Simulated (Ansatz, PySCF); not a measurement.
Torsion H3–Al1–S2–H5 in AlH3S (SMILES [AlH2][SH]); at each angle all else is relaxed with GFN2-xTB, and the levels are single points there.
Geometry at 0° (charge 0, multiplicity 1):
| atom | x (Å) | y (Å) | z (Å) |
|---|---|---|---|
| Al | -0.5996 | -0.0418 | 0.0704 |
| S | 1.4966 | -0.5348 | 0.4224 |
| H | -1.5791 | -1.2025 | -0.1824 |
| H | -1.1810 | 1.3801 | 0.0542 |
| H | 1.1834 | -1.8251 | 0.2833 |
Energies count from the point at 0°.

Cores are frozen in the correlated methods. Rows in 6-31G* carry no dispersion term and start afresh at each structure (6-31G* with six Cartesian d functions).

Run with Ansatz (Gaussian basis) for Hartree–Fock, density functionals and correlated methods; PySCF for 6-31G* rows. Each number belongs to the level named beside it.

Energies in meV.

| dihedral (°) | HF/cc-pV(Q+d)Z | B3LYP/6-31G* | wB97M-V/def2-TZVPP | CCSD/cc-pV(T+d)Z |
|---|---|---|---|---|
| 0 | 0.0 | 0.0 | 0.0 | 0.0 |
| 30 | 55.4 | 68.1 | 61.6 | 60.9 |
| 60 | 183.8 | 226.2 | 202.6 | 201.0 |
| 90 | 260.7 | 322.3 | 286.8 | 284.3 |
| 120 | 190.4 | 234.3 | 209.9 | 208.2 |
| 150 | 56.7 | 69.7 | 63.1 | 62.4 |
| 180 | 0.3 | 0.2 | 0.1 | 0.2 |
| 210 | 56.6 | 69.6 | 63.0 | 62.3 |
| 240 | 190.3 | 234.2 | 209.9 | 208.2 |
| 270 | 260.8 | 322.5 | 287.0 | 284.4 |
| 300 | 183.8 | 226.2 | 202.6 | 201.0 |
| 330 | 55.4 | 68.1 | 61.7 | 60.9 |

Ansatz is a first-principles code.
